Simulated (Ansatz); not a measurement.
Mg₂Si₅⁻. Charge -1, multiplicity 2. Geometry PBE-D4/def2-SVPD; atoms count from 1.

```
atom   x (Å)   y (Å)   z (Å)
 Mg1   2.314  -0.736   0.803
 Mg2   1.873   1.562  -0.849
 Si3  -2.292  -0.431   0.026
 Si4  -0.291   0.851   0.964
 Si5  -1.070   1.195  -1.309
 Si6   0.022  -0.921  -0.957
 Si7  -0.556  -1.520   1.322
```

The charge -1 doublet is spin-contaminated (final ⟨S²⟩ up to 0.87, 0.75 for a pure state). The structure comes from a short search, and lower isomers may exist.

Problem. Estimate the Mulliken populations from the PBE0/def2-TZVPD orbitals of Ansatz.

Solution. 
| atom | charge (e) | spin (α − β) |
| --- | --- | --- |
| Mg1 | -0.04 | 0.39 |
| Mg2 | -0.04 | 0.40 |
| Si3 | -0.20 | 0.06 |
| Si4 | -0.12 | 0.09 |
| Si5 | -0.25 | -0.02 |
| Si6 | -0.12 | 0.08 |
| Si7 | -0.24 | 0.00 |
Mulliken values and Mayer orders depend strongly on the basis. With diffuse functions, as here, like atoms can get unlike values, and bond orders can come out too low or too high.

Problem. Where does the spin sit?

Solution. Summed by element: Mg 0.80, Si 0.20, of 1 unpaired in all. Largest on single atoms: Mg2 0.40, Mg1 0.39, Si4 0.09.

Problem. And the Mayer bond orders between bonded heavy atoms (over 0.3)?

Solution. Mg1–Mg2 0.85 (2.86 Å); Mg1–Si6 0.32 (2.90 Å); Mg2–Si4 0.31 (2.91 Å); Mg2–Si5 0.31 (3.00 Å); Si3–Si4 0.49 (2.56 Å); Si3–Si5 0.66 (2.43 Å); Si3–Si6 0.49 (2.56 Å); Si3–Si7 0.66 (2.43 Å); Si4–Si5 0.68 (2.43 Å); Si4–Si6 0.67 (2.63 Å); Si4–Si7 0.69 (2.41 Å); Si5–Si6 0.70 (2.41 Å); Si6–Si7 0.68 (2.43 Å). Values over 0.3 also appear between atoms too far apart for a bond (Si5–Si7 0.31 at 3.81 Å); they arise where an orbital or an unpaired electron spreads over both atoms.
